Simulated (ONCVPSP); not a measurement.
# Cutoff test, gold, ONCV

```json
{
  "Element": "Au (Z = 79)",
  "Generator": "ONCVPSP 4.0.1",
  "Type": "optimised norm-conserving Vanderbilt (ONCV)",
  "Functional": "LDA (Perdew-Wang 92)",
  "Relativity": "scalar-relativistic",
  "Frozen core": "[Kr] 4d10 4f14",
  "Valence charge": "19",
  "Reference configuration": "5s2 5p6 5d10 6s1",
  "Partial waves": "5s+6s: rc 1.50 bohr, ncon 4, nbas 7, qcut 8.2 1/bohr, 2 projectors; 5p: rc 1.40 bohr, ncon 4, nbas 9, qcut 9.9 1/bohr, 1 projector; 5d: rc 1.50 bohr, ncon 3, nbas 7, qcut 7.5 1/bohr, 3 projectors, debl 3.6 Ha; f scattering state at 0.15 Ha: rc 1.55 bohr, ncon 5, nbas 10, qcut 7 1/bohr, 3 projectors, debl 1 Ha",
  "Local potential": "polynomial inside 1.05 bohr (lpopt 5, dvloc0 0 Ha)",
  "Core correction": "Teter function, fcfact 4.25, rcfact 1.3"
}
```

For each optimised wave give the share of its norm inside rc, the residual kinetic energy above qcut (Ha) and the cutoffs (Ha) for errors of 10, 1, 0.1 and 0.01 mHa per electron.

```
         wave  norm inside rc  residual KE  10 mHa  1 mHa  0.1 mHa  0.01 mHa
           5s           0.956      8.7e-06    20.4   25.7     29.7      34.6
           6s           0.060      1.3e-05    17.0   24.4     29.5      35.2
           5p           0.831      2.0e-06    26.3   34.7     40.9      45.6
           5d           0.516      5.0e-06    16.0   20.6     24.3      27.2
d projector 2           0.087      1.5e-05    17.2   21.9     25.5      30.3
d projector 3           0.087      1.8e-04    19.2   24.7     29.6      43.1
f projector 1           0.000      7.1e-07     0.3    0.7      3.0      11.6
f projector 2           0.057      6.4e-03    20.7   39.4    183.4     212.8
f projector 3           0.109      3.0e-02    33.1  131.9    248.7     269.9
```

The occupied waves need 35 Ha and 41 Ha for 1 and 0.1 mHa. Rows with under 1 % of the norm inside rc give no meaningful cutoff. The cutoffs count occupied waves only; projector 3 of the f channel, the hardest unoccupied one, needs 132 Ha at the loose tolerance. Note: ghosts flagged at negative energy: f at -72.9 eV; GHOST(+) flagged for s at 124.7 eV. A true bound ghost makes a file unfit for plane-wave use.
